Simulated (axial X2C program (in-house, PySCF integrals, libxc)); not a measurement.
# Low determinants of TaSe⁺ at the PBE0 level, with spin–orbit coupling

Calculated with an in-house all-electron X2C program for linear molecules (integrals from PySCF). Two-component (2c) means X2C with spin–orbit coupling and atomic mean-field two-electron Coulomb and Gaunt terms. Basis: Ta dyall-cv3z [13s14p9d7f4g], Se dyall-cv3z [8s9p6d4f1g] (cores contracted in-house); Gaussian nuclei, density fitting, unrestricted open shells. Masses: Ta 180.948 u, Se 79.917 u.

Search at 2.215 Å (vertical energies from the lowest determinant):

```tsv
ΔE (eV)	state	electrons beyond evenly filled partner blocks	electrons in ±ω = 1/2, 3/2, 5/2, 7/2
0.00	Ω = 1	ω = -1/2, ω = 3/2	63 31 10 2
0.47	Ω = 3	ω = 1/2, ω = 5/2	63 30 11 2
0.82	Ω = 2	ω = 1/2, ω = 3/2	63 31 10 2
0.88	Ω = 0	none	64 30 10 2
0.99	Ω = 1	ω = -3/2, ω = 5/2	62 31 11 2
1.32	Ω = 2	ω = -1/2, ω = 5/2	63 30 11 2
1.45	Ω = 0	none	62 32 10 2
```

Lowest determinant, Ω = 1 (⟨Sz⟩ = -0.99, ⟨Lz⟩ = 1.99 at PBE0): Re = 2.208 Å, ωe = 376.9 cm⁻¹.

The determinant in row 2 of the search, Ω = 3 (⟨Sz⟩ = 1.00, ⟨Lz⟩ = 2.00 at PBE0), was followed along the bond at PBE0; measured from the minimum of the lowest determinant it gives:

Te = 0.468 eV (3778 cm⁻¹), Re = 2.206 Å, ωe = 378.3 cm⁻¹.

(1) Compare the bond of the determinant in row 2 with that of the lowest one.

The search compares states at one distance, so a state with another bond length can lie lower; it is not exhaustive and yields mostly the lowest determinant of each block pattern, so other components and higher states of one pattern are missing. These are energies of single determinants, not of spin-adapted states; PBE0 term energies can be off by some tenths of an eV, and the functional has no current term. Open-shell Ω = 0 determinants with evenly filled partner blocks cannot be reached by this program, so the Ω shown need not be the lowest component. The lowest determinant need not be the ground state where others lie within half an eV.

Results:

(1) At PBE0 its Re is 0.002 Å shorter and its force constant, which goes as ωe², is 1.01 times that of the lowest determinant. T0 ≈ Te + Δωe/2 = 3778 + (1) = 3779 cm⁻¹.
